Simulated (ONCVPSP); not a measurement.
## Building the ONCV potential for ruthenium (revPBE, scalar-relativistic).

ONCVPSP 4.0.1 input, shortened (lines: element, Z, core and valence counts, functional; n l f; lmax; l rc ep ncon nbas qcut; lloc lpopt rc5 dvloc0; l nproj debl; icmod fcfact rcfact), revPBE, scalar-relativistic:

```
  Ru 44.00    6    3  -102130      upf
    1    0    2.00
    2    0    2.00
    2    1    6.00
    3    0    2.00
    3    1    6.00
    3    2   10.00
    4    0    2.00
    4    1    6.00
    4    2    6.00
    2
    0    1.30    0.00    4    7    8.50
    1    1.35    0.00    3    6   10.60
    2    1.65    0.00    5   10    9.50
    4    5    1.20    0.00
    0    3    1.80
    1    2    0.90
    2    2    2.20
    3    2.75    1.50
```

In the s channel the program set the typed energies aside and used -3.544, 0.250, 2.050 Ha. In the p channel the program set the typed energies aside and used -2.438, 0.250 Ha.

All-electron outer shells of the reference configuration (revPBE, scalar-relativistic, ld1.x):

```
shell  level (eV)  outermost node (bohr)  outermost maximum (bohr)
   4s      -96.43                   0.48                      0.92
   4p      -66.34                   0.49                      0.98
   4d      -24.05                   0.48                      1.20
```

Calculated quality:

| Item | Value |
| --- | --- |
| Cutoffs needed | 37 Ha and 44 Ha (the cutoffs (Ha) at which the residual kinetic energy of the hardest occupied pseudo-wave falls to 1 and 0.1 mHa per electron) |
| Ghost test | no bound ghost flagged; GHOST(+) flagged for s at 467.8 eV |
| Largest excitation error | +4.9 meV (all-electron minus pseudo) for 4s2 4p6 4d4, out of 4 test configurations |
| rms error of d²Exc/dni dnj | 2.28 mHa without and 1.41 mHa with the model core |

Generation and tests took about 4.2 s on one core of a shared server CPU.
